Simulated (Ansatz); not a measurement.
`CC1=[N+](C)[B-](C)(Cl)N1C`. Charge 0, multiplicity 1. The geometry is a stationary point of PBE0-D4/def2-TZVP.

```xyz
21

C     0.233    1.220   -1.913
C    -0.072    0.425   -0.700
N    -0.037   -0.887   -0.550
C     0.594   -1.879   -1.359
B    -0.415   -0.680    0.975
C     0.679   -1.113    2.035
Cl   -2.127   -1.257    1.365
N    -0.415    0.835    0.508
C    -1.009    2.057    0.943
H    -0.279    0.799   -2.780
H     1.307    1.201   -2.113
H    -0.074    2.258   -1.789
H     0.699   -1.533   -2.390
H    -0.010   -2.788   -1.366
H     1.591   -2.139   -0.982
H     0.745   -2.202    2.106
H     0.428   -0.744    3.033
H     1.672   -0.730    1.777
H    -0.507    2.427    1.840
H    -2.065    1.902    1.186
H    -0.940    2.828    0.173
```

Task: What is the dipole moment at r2SCAN/def2-TZVPP? (Estimate.)

Result: The calculation gave: 5.41 D, with components (2.62, 2.83, -3.79) D in this frame, pointing from negative to positive charge.

Task: And with PBE, B3LYP, ωB97M-V? (Best estimate.)

Result: The calculation gave: PBE 5.24 D, B3LYP 5.47 D, ωB97M-V 5.59 D.

Task: Give the Mulliken charges with r2SCAN, PBE, ωB97M-V in def2-TZVPP. (Estimate.)

Result: Computed: 
```tsv
atom	r2SCAN	PBE	ωB97M-V
C1	-0.14	-0.22	-0.27
C2	0.33	0.23	0.35
N3	-0.22	-0.13	-0.24
C4	-0.07	-0.20	-0.24
B5	0.21	0.10	0.09
C6	-0.28	-0.36	-0.38
Cl7	-0.28	-0.25	-0.23
N8	-0.23	-0.14	-0.25
C9	-0.06	-0.18	-0.22
H10	0.08	0.11	0.13
H11	0.08	0.11	0.14
H12	0.06	0.09	0.11
H13	0.05	0.08	0.11
H14	0.07	0.11	0.13
H15	0.06	0.10	0.12
H16	0.06	0.09	0.11
H17	0.06	0.10	0.11
H18	0.04	0.08	0.09
H19	0.06	0.10	0.12
H20	0.07	0.11	0.13
H21	0.05	0.08	0.10
```

B3LYP here is the variant with VWN-RPA as its local correlation; programs differ in this.
